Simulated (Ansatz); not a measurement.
Program: Ansatz. Geometries: PBE0-D4/def2-TZVP. ΔE: electronic, gas phase. CCSD(T)/CBS is the MP2 limit (def2-TZVPP, def2-QZVPP) plus CCSD(T) − MP2 in def2-TZVPP, frozen cores. This one scheme is used for every species. Functionals use def2-TZVPP. B3LYP here is the variant with VWN-RPA as its local correlation; programs differ in this. One conformer a species, not always the lowest.

Reaction (ligand exchange at a B–C bond): `C#CB(C)C` + CH₃NH₂ → `CNB(C)C` + `C#C`

`C#CB(C)C`:

Cartesian coordinates in Å:
```
C -0.228 -2.651 -0.180
C -0.125 -1.450 -0.100
B 0.006 0.066 0.003
C -1.196 0.898 0.559
C 1.339 0.749 -0.448
H -0.320 -3.711 -0.250
H -1.189 1.940 0.231
H -1.077 0.917 1.653
H -2.174 0.453 0.368
H 1.226 0.964 -1.521
H 2.222 0.115 -0.355
H 1.516 1.711 0.039
```

CH₃NH₂:

Z-matrix (Å, degrees):
```
C
N 1 1.453
H 1 1.092 2 109.4
H 1 1.100 2 115.4 3 -121.6
H 1 1.092 2 109.4 3 116.8
H 2 1.012 1 110.6 3 62.6
H 2 1.012 1 110.6 3 -179.3
```

`CNB(C)C`:

```xyz
15

C    -0.988   -1.782    0.604
N     0.073   -0.810    0.693
B     0.284    0.354   -0.054
C    -0.690    0.819   -1.205
C     1.554    1.233    0.284
H    -0.601   -2.784    0.390
H    -1.565   -1.837    1.534
H    -1.674   -1.513   -0.197
H     0.748   -1.024    1.411
H    -1.526    0.152   -1.427
H    -0.130    0.966   -2.135
H    -1.111    1.800   -0.959
H     2.168    0.837    1.099
H     1.260    2.252    0.557
H     2.200    1.337   -0.595
```

`C#C`:

```xyz
4

C    -0.360    0.389   -0.278
C     0.360   -0.389    0.278
H    -1.001    1.081   -0.772
H     1.001   -1.081    0.772
```

| level | ΔE (kJ/mol) |
| --- | --- |
| B3LYP-D4 | -79.0 |
| BHLYP-D4 | -79.5 |

What does CCSD(T)/CBS give? (Best estimate.)

Ansatz gave: -82.7 kJ/mol. The listed levels differ from it by 3.7, 3.2 kJ/mol.

Largest T1 diagnostic among the species: 0.013.

At CCSD(T), def2-SVP lies −14.8 kJ/mol from the extrapolated value and def2-TZVPP −1.4 kJ/mol. From BLYP to BHLYP (50 % exact exchange), in def2-TZVPP and without D4, ΔE moves by −4.5 kJ/mol. Leaving LDA and LC-ωPBE aside and taking each functional with its dispersion term where it has one, the values, not all of them listed here, spread over 13.2 kJ/mol, from CAM-B3LYP-D4 to B97M-V. LDA lies −15.6 kJ/mol from PBE without D4.
